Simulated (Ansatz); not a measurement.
Ansatz (a first-principles code) input for Br3Re, SMILES [Br][Re]([Br])[Br] (connectivity only; charge and spin as stated), neutral, multiplicity 5, PBE0/def2-TZVPD. The structure is a stationary point at r2SCAN-D4/def2-SVP. The geometry has at least one imaginary mode, so it is a saddle point at that level. The spin state was assumed, not searched. The def2 effective core potentials stand for the cores of Re; spin–orbit coupling is left out.

Ansatz 0.2 input:
```yaml
crystal:
  periodic: [false, false, false]
  atoms:
    - {symbol: Re, position_ang: [-0.00000000, -0.00000000, 0.19536090]}
    - {symbol: Br, position_ang: [0.00000000, 2.33196264, 0.88619054]}
    - {symbol: Br, position_ang: [0.00000000, -2.33196263, 0.88619055]}
    - {symbol: Br, position_ang: [0.00000000, -0.00000001, -2.19101159]}
basis:
  gaussian:
    orbitals: def2-TZVPD
hamiltonian:
  xc: {name: PBE0}
magnetization: {spin_polarized: true, initial_magnetization: 4}
```

It prints:

```
WARN ansatz: RAYON_NUM_THREADS=2 ignored (pool sized by the plan → 2); use --threads N
Functional definition: PBE0
integrals: 0.33 GiB planned
1454 factors; integrals over basis functions are off by at most 1.2e-3 eV
mean field: 2.79 GiB planned
mean field evaluation 1: about -212247.0157 eV, gradient 9.1e0 eV
mean field evaluation 2: about -212247.4723 eV, gradient 6.5e0 eV
mean field evaluation 4: about -212247.6666 eV, gradient 2.6e0 eV
mean field evaluation 8: about -212247.8554 eV, gradient 2.4e-1 eV
mean field evaluation 16: about -212247.8561 eV, gradient 7.6e-4 eV
mean field -212247.85608327 eV, -7799.9648442963 hartree, gradient 2.5e-5 eV, S^2 6.029456; 1 other end points of the search recorded, 0 dependent functions left out
reference -212247.85613419 eV, -7799.9648461675 hartree; 62, 58 occupied and 152, 156 virtual orbitals, 1454 factors
Total energy: -212247.85613419 eV, -7799.9648461675 hartree
```

The run converged.

Cost: roughly 40 core-seconds.
